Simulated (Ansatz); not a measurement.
These are frozen-core CCSD(T)/cc-pVDZ // B3LYP-D3(BJ)/def2-SVP (Ansatz, a first-principles code) values and carry that method's errors. The restricted HF reference is unstable towards unrestricted orbitals.

Ansatz 0.2 input:
```yaml
crystal:
  periodic: [false, false, false]
  atoms:
    - { symbol: B, position_ang: [-2.090382, 1.657236, 0.754834] }
    - { symbol: C, position_ang: [-0.826513, 0.822421, 0.484418] }
    - { symbol: C, position_ang: [0.400256, 1.477239, 0.714099] }
    - { symbol: C, position_ang: [1.595421, 0.922927, 0.258494] }
    - { symbol: S, position_ang: [3.21048, 1.587342, 0.4115] }
    - { symbol: C, position_ang: [3.881117, 0.217608, -0.433118] }
    - { symbol: C, position_ang: [2.944924, -0.698367, -0.816042] }
    - { symbol: C, position_ang: [1.611289, -0.319792, -0.431034] }
    - { symbol: C, position_ang: [0.395663, -0.999783, -0.62374] }
    - { symbol: C, position_ang: [-0.808027, -0.468626, -0.155817] }
    - { symbol: C, position_ang: [-2.017015, -1.293119, -0.297787] }
    - { symbol: C, position_ang: [-3.063912, -1.318641, 0.539896] }
    - { symbol: H, position_ang: [-2.01522, 2.602723, 1.504376] }
    - { symbol: H, position_ang: [-3.129128, 1.451859, 0.183185] }
    - { symbol: H, position_ang: [0.401017, 2.443845, 1.222704] }
    - { symbol: H, position_ang: [4.956871, 0.170991, -0.599571] }
    - { symbol: H, position_ang: [3.183142, -1.616993, -1.353429] }
    - { symbol: H, position_ang: [0.400639, -1.971671, -1.124126] }
    - { symbol: H, position_ang: [-2.015765, -1.984428, -1.148965] }
    - { symbol: H, position_ang: [-3.095653, -0.709009, 1.446679] }
    - { symbol: H, position_ang: [-3.919197, -1.973761, 0.355676] }
basis:
  gaussian: { orbitals: cc-pVDZ }
correlation:
  method: ccsd_t
```

Output:

```
Functional definition: HF
2033 factors; integrals over basis functions are off by at most 1.2e-3 eV
mean field evaluation 1: about -21929.5131 eV, gradient 4.0e1 eV
mean field evaluation 2: about -21930.0604 eV, gradient 4.0e1 eV
mean field evaluation 4: about -21935.7281 eV, gradient 7.2e0 eV
mean field evaluation 8: about -21935.9052 eV, gradient 4.8e-1 eV
mean field evaluation 16: about -21929.5115 eV, gradient 4.0e1 eV
mean field -21935.90747530 eV, -806.1297310250 hartree, gradient 1.8e-6 eV, S^2 0.000000; 0 other end points of the search recorded, 0 dependent functions left out; unrestricted orbitals would lower it
16 core orbitals not correlated
reference -21935.90747530 eV, -806.1297310250 hartree; 29, 29 occupied and 172, 172 virtual orbitals, 2033 factors
second order -41.33711452 eV of doubles, -0.00000000 eV of singles
cycle   1  -41.60130684 eV  change   -2.6e-1 eV  update   1.7e-1
cycle   2  -42.88505896 eV  change    -1.3e0 eV  update   5.6e-2
cycle   3  -43.18958723 eV  change   -3.0e-1 eV  update   2.6e-2
cycle   4  -43.18971049 eV  change   -1.2e-4 eV  update   7.8e-3
cycle   5  -43.19041244 eV  change   -7.0e-4 eV  update   4.4e-3
cycle   6  -43.19221817 eV  change   -1.8e-3 eV  update   1.4e-3
cycle   7  -43.19146940 eV  change    7.5e-4 eV  update   7.7e-4
cycle   8  -43.19123172 eV  change    2.4e-4 eV  update   3.6e-4
cycle   9  -43.19129514 eV  change   -6.3e-5 eV  update   1.7e-4
cycle  10  -43.19126888 eV  change    2.6e-5 eV  update   6.6e-5
perturbative correction -2.03702054 eV, -0.0748591241 hartree
Total energy: -21981.13576472 eV, -807.7918400044 hartree
```

Cost: very roughly 13 core-minutes.
